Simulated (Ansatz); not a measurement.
Isolated molecules relaxed with PBE0-D4/def2-TZVP in Ansatz; ΔE leaves out vibrations. CBS: MP2 limit from def2 TZ/QZ plus the TZ coupled-cluster correction, frozen cores. This one scheme is used for every species. DFT in def2-TZVPP. Each species was taken in one conformer, which may not be the lowest.

Reaction (cleavage of the Si–B bond): `NB(F)[SiH3]` + `[SiH3]S[SiH2]S` → `[SiH3]S[SiH2]S[SiH3]` + `NBF`

| level | ΔE (kJ/mol) |
| --- | --- |
| PBE-D4 | -82.9 |
| ωB97X-V | -88.0 |

What does CCSD(T)/CBS give? (Best estimate.)

Ansatz gave: -93.2 kJ/mol. The listed levels differ from it by 10.3, 5.2 kJ/mol.

Largest T1 diagnostic among the species: 0.013.

The D4 term adds −12.3 kJ/mol with B3LYP and −6.9 kJ/mol with PBE0; it sums over pairs of atoms, weighted by their polarisabilities, and B3LYP, whose exchange is more repulsive, gets the larger term. From PBE to PBE0 (25 % exact exchange), in def2-TZVPP and without D4, ΔE moves by −6.5 kJ/mol.

B3LYP here is the variant with VWN-RPA as its local correlation; programs differ in this.
